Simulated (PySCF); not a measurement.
CH5BrGe, SMILES [CH2](Br)[GeH3] at its PBE0/def2-SVP optimised geometry (Å):

```
8

Ge     1.0819    -0.1741     0.0000
C     -0.8832    -0.1741     0.0000
Br    -1.5848     1.6364     0.0000
H      1.5848     0.5475     1.2595
H      1.5848     0.5432    -1.2619
H      1.5731    -1.6364     0.0024
H     -1.2825    -0.6742    -0.8921
H     -1.2826    -0.6744     0.8920
```

Level of theory: PBE0/def2-TZVP in PySCF.

Map of the deformation density (molecule minus spherical neutral atoms) (e/bohr³) on the plane z = 1.0 Å:

```
|.............................|
|.............................|
|.............................|
|.............................|
|.............................|
|.............................|
|.............................|
|........:::..................|
|.......::::..................|
|.......::....    ............|
|..........       ............|
|........         .-=-........|
|......          .:*@%-.......|
|......          .-*@%-.......|
|......   ...     :=*+:.......|
|.....   .-+-.     :::.. .....|
|.....    +%=.      ...  .....|
|......   :=:.           .....|
|......             ... ......|
|.......           ...........|
|........          ...........|
|.............................|
|.............................|
|.............................|
|.............................|
|.............................|
|.............................|
|.............................|
|.............................|
```
Scale: ten equal steps from -0.009 (start of ' ') to 0.058 (end of '@'), in the order ' .:-=+*#%@'; x runs from -4.00 to 4.00, y from -4.00 (bottom) to 4.00 (top).
